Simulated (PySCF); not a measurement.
BHN, SMILES B=[N] (connectivity only; charge and spin as stated), charge -1, multiplicity 1. Atoms are numbered in the order given.

```xyz
3

B      0.0000     0.0000     0.5882
N      0.0000     0.0000    -0.6734
H      0.0000     0.0000     1.7726
```
Charge -1, spin multiplicity 1.

Coordinates come from a B3LYP-D3(BJ)/def2-TZVPD optimisation. The multiplicity is an assumed one; other spin states were not compared. The isomer is the one that the SMILES or the coordinates give; other isomers of the formula were not compared.

Method: B3LYP/def2-TZVPD run with PySCF.

Mulliken values depend strongly on the basis, most of all with diffuse functions as here. Atomic charges (e):

```csv
atom,meta-Löwdin,Mulliken
B1,-0.42,-0.75
N2,-0.55,-0.11
H3,-0.03,-0.14
```
